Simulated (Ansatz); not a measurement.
Cost and result for the atomization energy of `NC[O][GaH2]` (10 atoms, 9 bonds).

Z-matrix (Å, degrees):
```
C
O 1 1.414
N 1 1.428 2 114.0
H 1 1.095 2 107.7 3 -119.8
H 1 1.098 2 111.0 3 122.3
Ga 2 1.784 1 123.9 3 -121.6
H 3 1.012 1 110.5 2 -56.8
H 3 1.012 1 111.1 2 62.6
H 6 1.565 2 115.9 1 1.4
H 6 1.555 2 114.3 1 -179.0
```

Total charge 0; spin multiplicity 1. Correlated methods include outer-core shells of Ga, which these sets cover unevenly. Scalar relativity is left out up to krypton. The structure was optimised at the PBE0-D4/def2-TZVP level. It is one conformer, not always the lowest. Program: Ansatz. All runs use 4 threads of an Arm Neoverse V2 on a shared host. Times are those of one run each, without the atoms' runs, and a repeat can differ threefold. Electronic energies, without spin–orbit coupling; frozen cores. CCSD(T)/CBS adds CCSD(T) − MP2 in def2-TZVPP to the MP2 limit, and its time is that of the two runs behind it. T1 = 0.015. With those shells the extrapolation isn't a true limit. HSE06 is the plane-wave form, built on full-range PBE exchange.

CCSD(T)/CBS is a level of theory with its own doubt, some kJ/mol a heavy atom from the limit and from the frozen cores, so smaller differences don't rank the functionals.

| level | functions | wall time |
| --- | --- | --- |
| LDA (SPW92)/def2-TZVPP | 225 | 0.9 s |
| revPBE-D4/def2-TZVPP | 225 | 1.4 s |
| BLYP-D4/def2-TZVPP | 225 | 1.4 s |
| PBE-D4/def2-TZVPP (with forces) | 225 | 1.7 s |
| BHLYP-D4/def2-TZVPP | 225 | 2 s |
| HSE06-D4/def2-TZVPP | 225 | 2.1 s |
| r2SCAN-D4/def2-TZVPP (with forces) | 225 | 3.3 s |
| B2PLYP/def2-TZVPP | 225 | 3.4 s |
| r2SCANh-D4/def2-TZVPP | 225 | 3.5 s |
| CCSD(T)/def2-SVP | 104 | 4.2 s |
| MP2/def2-QZVPP | 440 | 14 s |
| CCSD(T)/def2-TZVPP | 225 | 89 s |
| CCSD(T)/CBS(def2) | – | 100 s |

Task: What atomization energy does each give, and how far from CCSD(T)/CBS? (Best estimate.)

Result: Computed: 
```json
{"level": "LDA (SPW92)/def2-TZVPP", "atomization (kJ/mol)": "3823.3", "difference from CCSD(T)/CBS": "514.0", "per bond": "57.1"}
{"level": "revPBE-D4/def2-TZVPP", "atomization (kJ/mol)": "3270.2", "difference from CCSD(T)/CBS": "-39.1", "per bond": "-4.3"}
{"level": "BLYP-D4/def2-TZVPP", "atomization (kJ/mol)": "3299.5", "difference from CCSD(T)/CBS": "-9.8", "per bond": "-1.1"}
{"level": "PBE-D4/def2-TZVPP (with forces)", "atomization (kJ/mol)": "3360.3", "difference from CCSD(T)/CBS": "51.0", "per bond": "5.7"}
{"level": "BHLYP-D4/def2-TZVPP", "atomization (kJ/mol)": "3182.6", "difference from CCSD(T)/CBS": "-126.7", "per bond": "-14.1"}
{"level": "HSE06-D4/def2-TZVPP", "atomization (kJ/mol)": "3287.8", "difference from CCSD(T)/CBS": "-21.5", "per bond": "-2.4"}
{"level": "r2SCAN-D4/def2-TZVPP (with forces)", "atomization (kJ/mol)": "3300.0", "difference from CCSD(T)/CBS": "-9.3", "per bond": "-1.0"}
{"level": "B2PLYP/def2-TZVPP", "atomization (kJ/mol)": "3265.1", "difference from CCSD(T)/CBS": "-44.2", "per bond": "-4.9"}
{"level": "r2SCANh-D4/def2-TZVPP", "atomization (kJ/mol)": "3273.5", "difference from CCSD(T)/CBS": "-35.8", "per bond": "-4.0"}
{"level": "CCSD(T)/def2-SVP", "atomization (kJ/mol)": "3109.6", "difference from CCSD(T)/CBS": "-199.7", "per bond": "-22.2"}
{"level": "MP2/def2-QZVPP", "atomization (kJ/mol)": "3317.7", "difference from CCSD(T)/CBS": "8.4", "per bond": "0.9"}
{"level": "CCSD(T)/def2-TZVPP", "atomization (kJ/mol)": "3225.1", "difference from CCSD(T)/CBS": "-84.2", "per bond": "-9.4"}
{"level": "CCSD(T)/CBS(def2)", "atomization (kJ/mol)": "3309.3", "difference from CCSD(T)/CBS": "0.0", "per bond": "0.0"}
```

From BLYP to BHLYP (50 % exact exchange), in def2-TZVPP and without D4, the atomization energy moves by −100.0 kJ/mol: exact exchange takes away binding that semilocal exchange gives to molecules. At CCSD(T), def2-SVP lies −199.7 kJ/mol from the extrapolated value and def2-TZVPP −84.2 kJ/mol: correlation converges slowly with the basis, and small sets miss more of it in the bonded molecule than in its fragments. In def2-TZVPP, CCSD(T) changes the Hartree–Fock value by +956.9 kJ/mol (the triples alone add +51.7 kJ/mol) and MP2 by +999.1 kJ/mol; breaking electron pairs costs correlation energy, which Hartree–Fock lacks.
